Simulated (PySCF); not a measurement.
HBF$_{2}$, singlet, at a GFN2-xTB geometry; HF/def2-SVP, polarisability (PySCF).

Input for PySCF:
```python
from pyscf import gto, scf
from pyscf.prop import polarizability

mol = gto.Mole()
mol.atom = '''
    B    -0.25925993   -0.38452831    0.08683966
    H    -0.90079655   -1.33604053    0.30172369
    F     0.86442358   -0.14997585    0.70970275
    F    -0.62030178    0.51205163   -0.79147185
'''
mol.basis = 'def2-svp'
mol.verbose = 4
mol.build()

mf = scf.RHF(mol)
mf.kernel()
alpha = mf.Polarizability().polarizability()[2, 2]
print('alpha_zz =', alpha)
```

Task: What does PySCF print? Leave out banner, timings and long lists.

Result: 
```
site-packages/pyscf/prop/efg/rhf.py:45: UserWarning: Module EFG is under testing
  warnings.warn('Module EFG is under testing')
site-packages/pyscf/prop/efg/dhf.py:30: UserWarning: Module EFG is under testing
  warnings.warn('Module EFG is under testing')
site-packages/pyscf/prop/zfs/uhf.py:40: UserWarning: Module ZFS is under testing
  warnings.warn('Module ZFS is under testing')
site-packages/pyscf/prop/gtensor/uhf.py:43: UserWarning: Module g-tensor is under testing
  warnings.warn('Module g-tensor is under testing')
site-packages/pyscf/prop/gtensor/uks.py:41: UserWarning: Module g-tensor is under testing
  warnings.warn('Module g-tensor is under testing')
site-packages/pyscf/prop/hfc/uks.py:35: UserWarning: Module HFC is under testing
  warnings.warn('Module HFC is under testing')
site-packages/pyscf/prop/magnetizability/rhf.py:39: UserWarning: Module magnetizability is under testing
  warnings.warn('Module magnetizability is under testing')
site-packages/pyscf/prop/magnetizability/uhf.py:37: UserWarning: Module magnetizability is under testing
  warnings.warn('Module magnetizability is under testing')
site-packages/pyscf/prop/magnetizability/rks.py:37: UserWarning: Module magnetizability is under testing
  warnings.warn('Module magnetizability is under testing')
site-packages/pyscf/prop/magnetizability/uks.py:39: UserWarning: Module magnetizability is under testing
  warnings.warn('Module magnetizability is under testing')
site-packages/pyscf/prop/polarizability/uhf.py:34: UserWarning: Module polarizability is under testing
  warnings.warn('Module polarizability is under testing')
site-packages/pyscf/prop/polarizability/rks.py:29: UserWarning: Module polarizability is under testing
  warnings.warn('Module polarizability is under testing')
site-packages/pyscf/prop/polarizability/uks.py:29: UserWarning: Module polarizability is under testing
  warnings.warn('Module polarizability is under testing')
PySCF version 2.14.0

[INPUT] verbose = 4
[INPUT] num. atoms = 4
[INPUT] num. electrons = 24
[INPUT] charge = 0
[INPUT] spin (= nelec alpha-beta = 2S) = 0
[INPUT] symmetry False subgroup None
[INPUT] Mole.unit = angstrom
[INPUT] Symbol           X                Y                Z      unit          X                Y                Z       unit  Magmom
[INPUT]  1 B     -0.259259930000  -0.384528310000   0.086839660000 AA   -0.489930262774  -0.726653193042   0.164103174150 Bohr   0.0
[INPUT]  2 H     -0.900796550000  -1.336040530000   0.301723690000 AA   -1.702258773453  -2.524750693019   0.570175139393 Bohr   0.0
[INPUT]  3 F      0.864423580000  -0.149975850000   0.709702750000 AA    1.633523821816  -0.283413281799   1.341143827351 Bohr   0.0
[INPUT]  4 F     -0.620301780000   0.512051630000  -0.791471850000 AA   -1.172200478780   0.967637342337  -1.495665031803 Bohr   0.0

nuclear repulsion = 62.5031187723783
number of shells = 21
number of NR pGTOs = 79
number of NR cGTOs = 47
basis = def2-svp
ecp = {}

******** <class 'pyscf.scf.hf.RHF'> ********
method = RHF
initial guess = minao
damping factor = 0
level_shift factor = 0
DIIS = <class 'pyscf.scf.diis.CDIIS'>
diis_start_cycle = 1
diis_space = 8
diis_damp = 0
SCF conv_tol = 1e-09
SCF conv_tol_grad = None
SCF max_cycles = 50
direct_scf = True
direct_scf_tol = 1e-13
Set gradient conv threshold to 3.16228e-05
Initial guess from minao.
init E= -224.233044005191
  HOMO = -0.480713508541917  LUMO = 0.0775894511108959  gap/eV = 15.19220
cycle= 1 E= -224.012470749457  delta_E= 0.221  |g|= 0.583  |ddm|= 1.86
  HOMO = -0.571561295511475  LUMO = 0.109729332892107  gap/eV = 18.53886
cycle= 2 E= -224.067715619182  delta_E= -0.0552  |g|= 0.31  |ddm|= 0.593
  HOMO = -0.574042928810033  LUMO = 0.128651564923246  gap/eV = 19.12129
cycle= 3 E= -224.082959861538  delta_E= -0.0152  |g|= 0.0389  |ddm|= 0.199
  HOMO = -0.564147561636449  LUMO = 0.137707091328547  gap/eV = 19.09844
cycle= 4 E= -224.083412596172  delta_E= -0.000453  |g|= 0.00716  |ddm|= 0.0472
  HOMO = -0.565558168165461  LUMO = 0.136491248930584  gap/eV = 19.10374
cycle= 5 E= -224.08343443616  delta_E= -2.18e-05  |g|= 0.00124  |ddm|= 0.0124
  HOMO = -0.565695498479406  LUMO = 0.136409871892161  gap/eV = 19.10526
cycle= 6 E= -224.083435220093  delta_E= -7.84e-07  |g|= 0.000219  |ddm|= 0.0026
  HOMO = -0.565657088752887  LUMO = 0.136447557812025  gap/eV = 19.10524
cycle= 7 E= -224.08343524407  delta_E= -2.4e-08  |g|= 3.42e-05  |ddm|= 0.000392
  HOMO = -0.565656583151886  LUMO = 0.136445808152164  gap/eV = 19.10518
cycle= 8 E= -224.083435244609  delta_E= -5.39e-10  |g|= 4.46e-06  |ddm|= 6.35e-05
  HOMO = -0.565656713367817  LUMO = 0.136445373877596  gap/eV = 19.10517
Extra cycle  E= -224.083435244616  delta_E= -7.05e-12  |g|= 1.47e-06  |ddm|= 8.55e-06
converged SCF energy = -224.083435244616
Isotropic polarizability 10.401424454
Polarizability anisotropy 0.928492298008
alpha_zz = 9.7839355458004
```
